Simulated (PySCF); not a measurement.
MoO₂²⁺: breathing scan

These are results of PBE0/[Mo def2-TZVP with ECP28, O def2-TZVP], scalar-relativistic core potentials, density fitting, no spin–orbit coupling, PySCF, not measurements.

Rigid scan from the singlet minimum (Mo–O 1.605 Å (×2); O–Mo–O 101.3°). Coordinate: all bonds to the central atom scaled together. Energies in kJ/mol from the minimum.

```json
{"scale of all bonds to the centre": "0.88", "E (kJ/mol)": "364.8", "dipole size (D, about the centre of mass)": "3.37"}
{"scale of all bonds to the centre": "0.92", "E (kJ/mol)": "144.3", "dipole size (D, about the centre of mass)": "3.62"}
{"scale of all bonds to the centre": "0.96", "E (kJ/mol)": "32.2", "dipole size (D, about the centre of mass)": "3.82"}
{"scale of all bonds to the centre": "1.00", "E (kJ/mol)": "0.0", "dipole size (D, about the centre of mass)": "3.96"}
{"scale of all bonds to the centre": "1.04", "E (kJ/mol)": "25.6", "dipole size (D, about the centre of mass)": "4.05"}
{"scale of all bonds to the centre": "1.08", "E (kJ/mol)": "91.5", "dipole size (D, about the centre of mass)": "4.11"}
{"scale of all bonds to the centre": "1.14", "E (kJ/mol)": "238.0", "dipole size (D, about the centre of mass)": "4.13"}
{"scale of all bonds to the centre": "1.22", "E (kJ/mol)": "475.5", "dipole size (D, about the centre of mass)": "4.09"}
{"scale of all bonds to the centre": "1.35", "E (kJ/mol)": "867.3", "dipole size (D, about the centre of mass)": "3.87"}
```

At long bonds a restricted determinant can lie too high, and another spin state can fall below this curve.
